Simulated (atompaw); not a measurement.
# copper (Cu): one change to a PAW (atompaw) potential, before and after

copper, PAW, made with atompaw 4.2.0.5 (PBE, scalar-relativistic). Core [Ne], reference 3s2 3p6 3d10 4s0 4p0 (charge +1). Waves: 3s (bound): rc 0.80 bohr; 4s (bound, empty): rc 1.05 bohr; 3p (bound): rc 1.10 bohr; 4p (bound, empty): rc 1.15 bohr; 3d (bound): rc 1.15 bohr; 3d channel at -0.3 Ry: rc 1.15 bohr. Local part: troulliermartins scheme with l = 3 at 1 Ry, radius 1.10 bohr. Core correction: smooth core density matched at 0.60 bohr. Augmentation charge: gaussian compensation charge, radius 0.85 bohr; PAW radius 1.15 bohr; waves and projectors: custom rrkj vanderbiltortho.

Change: reference 3s2 3p6 3d10 4s1 4p0.

Cutoffs: the cutoffs (Ry, on a coarse ladder) from which the occupation-weighted sum of valence levels, in a spherical-Bessel basis at the reference potential, stays within 10 and 1 mRy of its value at 400 Ry; they do not see the model core or the augmentation charge, which bear on the density cutoff.

Task: What does the change do?

Result: The potential gets neither clearly harder nor softer (110 Ry and 200 Ry → 110 Ry and 200 Ry); neither file shows a bound ghost.

| quantity | base | changed |
| --- | --- | --- |
| cutoff, loose | 110 Ry | 110 Ry |
| cutoff, tight | 200 Ry | 200 Ry |
| loose cutoff by channel (10 mRy a level) | s 50 Ry, p 55 Ry, d 70 Ry | s 50 Ry, p 60 Ry, d 70 Ry |
| bound ghosts | none | none |
| s: phases at 1.15 bohr within 0.05 rad from the reference energy up to (Ry; the scan ends near 5) | 3.0 | 4.0 |
| p: phases at 1.15 bohr within 0.05 rad from the reference energy up to (Ry; the scan ends near 5) | to the end of the scan | to the end of the scan |
| d: phases at 1.15 bohr within 0.05 rad from the reference energy up to (Ry; the scan ends near 5) | to the end of the scan | to the end of the scan |
| lowest overlap eigenvalue by channel | s 0.05, p 0.01, d 0.94 | s 0.06, p 0.02, d 0.92 |

 The cutoffs see the waves, projectors and local potential, not the compensation charge or the core.
